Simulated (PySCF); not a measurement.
Compound: C7H11 (doublet state).
Z-matrix (Å and degrees, GFN2-xTB geometry), rows numbered from 1:
```
C 
C   1  1.3511
C   2  1.4157  1  128.08
C   3  1.4139  2  122.23  1    -2.08
C   4  1.3503  3  126.75  2  -178.48
C   3  1.4998  2  117.40  1  -179.00
C   6  1.5336  3  110.85  2    95.22
H   1  1.0754  2  123.16  3    -0.42
H   1  1.0755  2  120.76  3   179.73
H   2  1.0848  1  116.84  3   179.92
H   4  1.0815  3  116.15  2     1.01
H   5  1.0754  4  123.01  3    -0.93
H   5  1.0759  4  120.82  3   179.12
H   6  1.0923  3  109.78  2   -25.00
H   6  1.0914  3  110.35  2  -143.68
H   7  1.0879  6  110.23  3   -59.64
H   7  1.0871  6  110.34  3    59.87
H   7  1.0879  6  110.41  3  -179.80
```

The hyperfine couplings belong to this conformer and change with its torsions.

The species is `C=C[C](C=C)CC` [radical].

The calculation used PySCF, UKS B3LYP, pcH-1 on C H, non-relativistic, mean-field spin-orbit, GIAO. The structure is a single GFN2-xTB conformer in the gas phase; no vibrational or solvent corrections. The geometry wasn't refined by DFT: couplings that depend on bond lengths, twists or pyramidal angles can differ widely from those at the functional's own minimum. The SCF solution wasn't tested for stability. ⟨S²⟩ is 0.788 where a pure state has 0.75.

(1) Break the g tensor into its mass correction, gauge correction and orbital-Zeeman/spin–orbit terms.

(2) At 9.567 GHz, how far is the centre of the isotropic spectrum from where a free electron (g = 2.002319) resonates?

(3) How much does each term add to the isotropic shift?

(4) In a frozen sample, at which fields do the three g values resonate at 9.5, 34, 94 and 263 GHz (hyperfine left aside), and which band first spreads them over more than twice a line width of 0.5 mT?

## Answers

(1) 
```
                    Δg (ppm)     1     2     3
relativistic mass correction  -143  -143  -143
            gauge correction    -2    32    35
   orbital Zeeman/spin–orbit     6   545   633
                       total  -138   434   525
```

So g = 2.00218, 2.00275, 2.00284 and g_iso = 2.00259; the tensor is close to axial: the two nearest values differ by 14 % of g3 − g1. Axes: g2 points within 11° of the C3–C6 bond and g3 points within 10° of the C1–H9 bond.

(2) B = hν/(g μB) with μB/h = 13.99624 MHz/mT gives 341.37 mT for the free electron and 341.33 mT at g_iso, 0.05 mT lower.

(3) The orbital-Zeeman/spin–orbit term 395, the mass correction -143 and the gauge correction 22 ppm, for a total of 274 ppm. The orbital-Zeeman/spin–orbit term is the largest in size. The mass correction is the same along every axis, so the anisotropy comes from the other two: their spans along these axes are 37 (gauge) and 627 ppm (orbital Zeeman/spin–orbit).

(4) 
```csv
band,GHz,B(g3) mT,B(g2) mT,B(g1) mT,spread mT
X,9.5,338.89,338.91,339.01,0.11
Q,34.0,1212.89,1212.94,1213.29,0.40
W,94.0,3353.27,3353.43,3354.39,1.11
J,263.0,9382.03,9382.46,9385.14,3.11
```

The spread grows in proportion to the frequency. W band is the first where it exceeds 1.0 mT.

Largest spin populations (Mulliken): C3 (+0.57), C1 (+0.50), C5 (+0.43) and C2 (-0.24). Three atoms exceed +0.15. The positive populations add up to 1.58 and the negative ones to -0.58, together 2S = 1. The angles at C3 add up to 359.9°, so it is planar.

The HOMO–LUMO gaps are 4.68 eV among the α and 4.68 eV among the β orbitals.

On one thread, Intel Xeon at 2.70 GHz (x86_64), shared host with 64 logical CPUs at a one-minute load of 60, this took 98 s wall (grids of density and orbitals included) and 1.1 GiB of memory at its peak.
